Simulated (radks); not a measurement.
Values are calculated unless marked as measured or tabulated.
How relativity changes the ionisation of neutral chlorine ([Ne] 3s2 3p5) to Cl+ ([Ne] 3s2 3p4). Spin-unpolarised spherical Kohn-Sham, PBE, point nucleus unless stated (finite: rms radius 3.3654 fm), a radial shooting solver on a logarithmic mesh with Libxc functionals. A level marked "c x" has the speed of light scaled by that factor and shares open shells by 2j + 1; other Dirac levels either fill j = l - 1/2 first or share by 2j + 1.

| level | E(Cl) (hartree) | E(Cl+) (hartree) | IE (eV) | HOMO | <r> HOMO (bohr) |
|---|---|---|---|---|---|
| non-rel. | -459.96259 | -459.45213 | 13.890 | 3p | 1.844 |
| scalar-rel. | -461.43332 | -460.92342 | 13.875 | 3p | 1.844 |
| scalar-rel., finite nucleus | -461.43280 | -460.92290 | 13.875 | 3p | 1.844 |
| Dirac, 2j+1 shares | -461.43480 | -460.92489 | 13.875 | 3p3/2 | 1.847 |
| Dirac, low j first | -461.43632 | -460.92838 | 13.822 | 3p3/2 | 1.847 |
| Dirac, 2j+1 shares, finite nucleus | -461.43428 | -460.92437 | 13.875 | 3p3/2 | 1.847 |
| Dirac, c x 0.85 | -462.00623 | -461.49652 | 13.870 | 3p3/2 | 1.848 |
| Dirac, c x 1.5 | -460.61415 | -460.10394 | 13.884 | 3p3/2 | 1.845 |
| Dirac, c x 3 | -460.12507 | -459.61467 | 13.889 | 3p3/2 | 1.844 |

NIST Atomic Spectra Database: 12.968 eV (measured). The relativistic part of the total energy of Cl is -1.472 hartree (Dirac, 2j+1 shares, finite nucleus), 0.32 % of the non-relativistic value. Spin polarisation and multiplet splitting of open shells are left out at every level.

Beside tabulated values, note that spin-unpolarised runs miss the spin-polarisation part of the exchange energy of open shells.
